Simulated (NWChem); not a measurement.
CH$_{6}$O$_{2}$Si; SMILES OC[SiH2]O

```xyz
10

O     -0.6678    -1.5490     0.2162
C      0.5646    -1.0649    -0.2919
Si     0.5336     0.7846     0.1365
O     -1.0355     1.2607    -0.1556
H     -0.7653    -2.4781    -0.0151
H      0.6383    -1.1920    -1.3905
H      1.4389    -1.5786     0.1538
H      1.4591     1.5667    -0.7317
H      0.9297     0.9776     1.5658
H     -1.6253     0.5038    -0.0319
```
Atoms are numbered in this order, from 1.

All runs: NWChem. Pople sets run with spherical d functions. The geometry was optimised at PBE0/def2-SVP. Atomic charges in e: unrestrained fits to the electrostatic potential beside Mulliken populations; buried atoms are poorly determined by the fit.

### Question
Predict the results for Hartree-Fock/6-31G*. Quantities: ESP O1; Mulliken O1; ESP C2; Mulliken C2; ESP Si3; Mulliken Si3; ESP O4; Mulliken O4; relative RMS misfit of the potential (%).

### Answer
The ESP O1 is -0.67 and the Mulliken O1 is -0.79. The ESP C2 comes out as 0.10 and the Mulliken C2 comes out as -0.28. The ESP Si3 is 0.83, the Mulliken Si3 is 1.06 and the ESP O4 comes out as -0.73. The Mulliken O4 comes out as -0.91 and the relative RMS misfit of the potential (%) is 24.
